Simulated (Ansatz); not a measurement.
**MP2, SCS-MP2 and SOS-MP2 from spin components**

System: C2H9AlOSi, singlet, at a GFN2-xTB geometry (such geometries of metal compounds can be far from the true shape). Level: MP2/STO-3G in Ansatz (an electronic-structure program). Sums are taken with unrounded values, so a last digit can differ.

Ansatz was given this input:
Ansatz 0.2 input:
```yaml
crystal:
  periodic: [false, false, false]
  atoms:
    - {symbol: Al, position_ang: [0.16418219, 0.80306897, 0.52935491]}
    - {symbol: C, position_ang: [1.71992852, 1.91197601, -0.04275149]}
    - {symbol: H, position_ang: [2.65378921, 1.34370309, 0.00714559]}
    - {symbol: H, position_ang: [1.85268461, 2.80857798, 0.56567260]}
    - {symbol: H, position_ang: [1.61632416, 2.23576822, -1.08292934]}
    - {symbol: C, position_ang: [-1.10034460, 1.11363958, 2.03992938]}
    - {symbol: H, position_ang: [-1.09292977, 0.27495355, 2.74276804]}
    - {symbol: H, position_ang: [-2.13109745, 1.20242795, 1.68352884]}
    - {symbol: H, position_ang: [-0.87444355, 2.01710462, 2.60931924]}
    - {symbol: O, position_ang: [-0.12203492, -0.58596264, -0.38609585]}
    - {symbol: Si, position_ang: [-0.39320375, -1.92451346, -1.27014763]}
    - {symbol: H, position_ang: [-1.59910444, -2.56410911, -0.74057254]}
    - {symbol: H, position_ang: [0.78190080, -2.78542267, -1.12070468]}
    - {symbol: H, position_ang: [-0.57786386, -1.49570395, -2.65807554]}
basis:
  gaussian:
    orbitals: STO-3G
magnetization: {spin_polarized: false}
correlation: {method: mp2}
```

It gave an SCF energy of -678.608458 Eh, a same-spin correlation energy of -0.025095 Eh and an opposite-spin one of -0.181490 Eh.

Work out the MP2, SCS-MP2 (6/5 and 1/3) and SOS-MP2 (1.3 and 0) correlation and total energies.

MP2: -0.181490 + (-0.025095) = -0.206585 Eh, total -678.815043 Eh, as the program printed. SCS-MP2: 1.2 × (-0.181490) + (-0.025095)/3 = -0.226153 Eh, total -678.834611 Eh. SOS-MP2: 1.3 × (-0.181490) = -0.235937 Eh, total -678.844395 Eh. Opposite spins carry 88 % of the MP2 correlation; same-spin pairs are already kept apart by exchange.
